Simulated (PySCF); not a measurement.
# Electron correlation in Fe²⁺ (iron, charge +2)

[Ar] 3d5 4s1, high-spin 7S determinant (an excited configuration). Computed with PySCF 2.14 in aug-cc-pVTZ (8s7p5d3f2g, 93 functions), with the non-relativistic Hamiltonian (point nucleus). Frozen: [Ar]; 6 electrons correlated.

```json
{"level": "CCSD", "correlation energy (mhartree)": "-87.54"}
{"level": "(T)", "correlation energy (mhartree)": "-0.86"}
{"level": "CCSD(T)", "correlation energy (mhartree)": "-88.40"}
```

Diagnostics: T1 = 0.0050, D1 = 0.0127, largest double amplitude 0.014.

Q: Is a single reference adequate?

A: Yes: T1 lies below 0.03 and no double amplitude reaches 0.07.
